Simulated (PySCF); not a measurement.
**Shapes and spin states of CrS(OH)**

Computed with PySCF, PBE, basis Cr def2-SVP, S def2-SVP, O def2-SVP, H def2-SVP (no relativity, density fitting).

Relaxations began from a few typed shapes and spin states; open shells are unrestricted. The search is not exhaustive: other isomers or separated fragments can lie lower, and high-lying points may rest on an excited occupation.

Task: Which is the lowest minimum found?
A. broken-symmetry Ms = 1/2 (⟨S²⟩ 1.74) Cs: Cr–O 1.738 Å, Cr–S 2.005 Å, O–H 0.976 Å; Cr–O–H 130.4°, O–Cr–S 131.7°
B. quartet (⟨S²⟩ 3.95) Cs: Cr–O 1.756 Å, Cr–S 2.040 Å, O–H 0.974 Å; Cr–O–H 137.0°, O–Cr–S 145.0°

Result: B. The others lie at 88.2 (broken-symmetry Ms = 1/2 Cs) kJ/mol above it.

For the lowest minimum: the determinant is spin-contaminated (⟨S²⟩ = 3.95, pure value 3.75). With open d or f shells other occupations or spin states may lie lower.
